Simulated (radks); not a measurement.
Task: These are the eigenvalues of the occupied orbitals of an atom or ion with whole-number occupations (hartree). Method: Dirac Kohn-Sham, BLYP, spin-unpolarised, spherical densities, point nucleus; computed with a radial shooting solver on a logarithmic mesh with Libxc functionals.

1s1/2: -162.7615
2s1/2: -18.57015
2p1/2: -15.52658
2p3/2: -15.35586
3s1/2: -3.09148
3p1/2: -2.30566
3p3/2: -2.28556
7d3/2: -0.10640
7d5/2: -0.10636

Which element is it, and in what charge state? The configuration may be excited. Open shells, if any, are shared by 2j + 1.

Result: Z = 21, scandium, charge +2: Sc2+ in [Ar] 7d1. The list shows which subshells hold electrons but not how many an open one holds; the 1s level, -162.76 hartree, gives Z - s = 18.0 by -(Z - s)^2/2, which with screening and relativity narrows Z to a few neighbours, and the depths of the outer levels then fix element, charge and occupations together.
